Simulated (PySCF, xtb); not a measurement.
AlCl2, SMILES [Cl][Al][Cl], multiplicity 2.

Harmonic wavenumbers (cm⁻¹) from xtb with GFN2-xTB at its own minimum, in rising order: 93, 448, 592.

**Question.** What does B3LYP-D3(BJ)/def2-TZVP (PySCF 2.14.0) give at its own minimum? (The exact figures need the calculation; the answer reports its results.)

**Answer.** 143, 444, 557. Paired by order, the mean absolute difference is 30 cm⁻¹ and the zero-point energies are 1.6 and 1.6 kcal/mol.
